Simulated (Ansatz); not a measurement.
Total energies of BeS2⁻ (the lowest doublet isomer of a short search) from Ansatz at PBE-D4/def2-TZVPD, gas phase (1 Eh = 27.2114 eV = 2625.5 kJ/mol). The reference geometry is relaxed at PBE0-D4/def2-TZVPD.

```
atom    x (Å)    y (Å)    z (Å)
 Be1   0.0000   0.0000   0.0000
  S2  -0.9160  -0.1349  -1.6219
  S3   0.9160   0.1349   1.6219
```

| state | geometry | energy (Eh) |
| --- | --- | --- |
| charge -1 doublet | reference | -810.91347 |
| charge 0 triplet | reference | -810.78661 |
| charge -1 quartet | relaxed at PBE0-D4/def2-TZVPD | -810.81565 |

**Question.** Work out the vertical ionisation energy to the triplet.

**Answer.** E(charge 0 triplet) − E(charge -1 doublet) = -810.78661 − (-810.91347) = 0.12686 Eh = 3.45 eV. For comparison, −ε of the highest occupied level of the spin that leaves is 0.71 eV at this level, 2.74 eV less.

**Question.** Which of the charge -1 states is lowest, and how far above it are the others?

**Answer.** The doublet. quartet: -810.81565 − (-810.91347) = 0.09782 Eh = 256.8 kJ/mol.

At PBE-D4/def2-TZVPD the gap within one spin of the charge -1 doublet nearly closes, so an electron or hole may be smeared out by delocalisation error. At PBE-D4/def2-TZVPD the highest occupied level of the charge -1 quartet lies above zero (up to 0.89 eV). It is a level of α spin, whose loss leaves a triplet; that state wasn't run at this geometry and level. The electron is either unbound and held by the finite basis, or the level is raised by self-interaction error. 

The structure comes from a short search, and lower isomers may exist.
